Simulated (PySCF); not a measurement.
PySCF 2.14 output of an unrestricted LDA calculation on a single atom or ion in aug-cc-pwCVTZ-PP with ECP28MDF, with a scalar-relativistic core potential:

```
SCF conv_tol = 1e-09
number electrons alpha = 10  beta = 10
    P. A. M. Dirac.,  Math. Proc. Cambridge Philos. Soc. 26, 376 (1930)
    F. Bloch.,  Z. Phys. 57, 545 (1929)
    S. H. Vosko, L. Wilk, and M. Nusair.,  Can. J. Phys. 58, 1200 (1980)
cycle= 1 E= -146.692220894817  delta_E= -0.0112  |g|= 0.298  |ddm|= 0.685
cycle= 2 E= -146.629105271422  delta_E= 0.0631  |g|= 0.571  |ddm|= 0.35
cycle= 3 E= -146.713457639306  delta_E= -0.0844  |g|= 0.0242  |ddm|= 0.38
cycle= 4 E= -146.71386428699  delta_E= -0.000407  |g|= 0.0164  |ddm|= 0.12
cycle= 5 E= -146.714002342124  delta_E= -0.000138  |g|= 0.000515  |ddm|= 0.0312
cycle= 6 E= -146.71400241996  delta_E= -7.78e-08  |g|= 1.24e-05  |ddm|= 0.000549
cycle= 7 E= -146.714002420212  delta_E= -2.52e-10  |g|= 4.15e-07  |ddm|= 5.43e-05
converged SCF energy = -146.714002420212  <S^2> = -7.1054274e-15  2S+1 = 1
```

The run itself started from symmetry-adapted Hartree-Fock orbitals and held the occupation by maximum overlap, on a logarithmic radial grid, so the iterations belong to that start.

Q: Which element, charge and spin multiplicity is this?

A: Ag- (silver, charge -1), multiplicity 1; the state was [Kr] 4d10 5s2, closed-shell 1S.

Energies and moments cover only the electrons outside the core potential. At LDA the highest occupied level has a positive energy, so only the finite basis holds that electron; in a semilocal or global hybrid functional this comes from self-interaction and does not mean that the real anion is unbound.
